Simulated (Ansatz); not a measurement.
Two isomers of C3H7GeN: A = `[CH]1=NC[CH2][GeH2]1`, B = `CC#[C][GeH2][NH2]`.

Isolated molecules relaxed with PBE0-D4/def2-TZVP in Ansatz; ΔE leaves out vibrations. CBS: MP2 limit from def2 TZ/QZ plus the TZ coupled-cluster correction, frozen cores. Functionals use def2-TZVPP. B3LYP here is the variant with VWN-RPA as its local correlation; programs differ in this. For Ge outer-core shells are correlated without core-valence functions, which leaves a few kJ/mol of doubt a bond. Scalar relativity is left out up to krypton. One conformer a species, not always the lowest.

A:

Z-matrix (Å, degrees):
```
C
N 1 1.457
C 1 1.543 2 116.0
H 1 1.094 2 106.4 3 124.2
H 1 1.094 2 106.2 3 -123.8
C 2 1.264 1 117.6 3 2.4
Ge 3 1.959 1 104.4 2 -3.2
H 3 1.090 1 111.8 2 -123.5
H 3 1.090 1 111.6 2 115.9
H 6 1.090 2 118.0 1 179.6
H 7 1.539 3 115.2 1 -113.5
H 7 1.539 3 115.1 1 118.8
```

B:

```xyz
12

C     1.4592   -2.3229    0.4042
C     0.8843   -1.0217    0.1305
C     0.4074    0.0655   -0.0990
Ge   -0.3784    1.7646   -0.4506
N    -2.1852    1.8204   -0.1134
H     0.7579   -2.9499    0.9605
H     1.7130   -2.8405   -0.5241
H     2.3716   -2.2281    0.9983
H     0.2856    2.8049    0.4603
H    -0.1834    2.0917   -1.9363
H    -2.4152    1.6385    0.8546
H    -2.7168    1.1775   -0.6853
```

(1) Which is lower in electronic energy at CCSD(T)/CBS, and by how much? (Best estimate.)

(2) Give E(B) − E(A) in kcal/mol with HF/def2-TZVPP, ωB97M-V, MP2/def2-TZVPP, B3LYP, CCSD/def2-TZVPP, r2SCAN-D4, B2PLYP. (Estimate.)

Largest T1 diagnostic: 0.012.

## Answers

(1) The calculation gave: A, by 5.1 kcal/mol.

(2) Ansatz gave: HF/def2-TZVPP -3.2, ωB97M-V 5.9, MP2/def2-TZVPP 2.3, B3LYP 3.0, CCSD/def2-TZVPP 3.7, r2SCAN-D4 7.6, B2PLYP 2.4. The order is the other way round with HF/def2-TZVPP.

In def2-TZVPP, CCSD(T) changes the Hartree–Fock value by +7.9 kcal/mol (the triples alone add +1.0 kcal/mol) and MP2 by +5.5 kcal/mol. The D4 term adds +2.2 kcal/mol with B3LYP and +1.1 kcal/mol with PBE0; it sums over pairs of atoms, weighted by their polarisabilities, and B3LYP, whose exchange is more repulsive, gets the larger term.
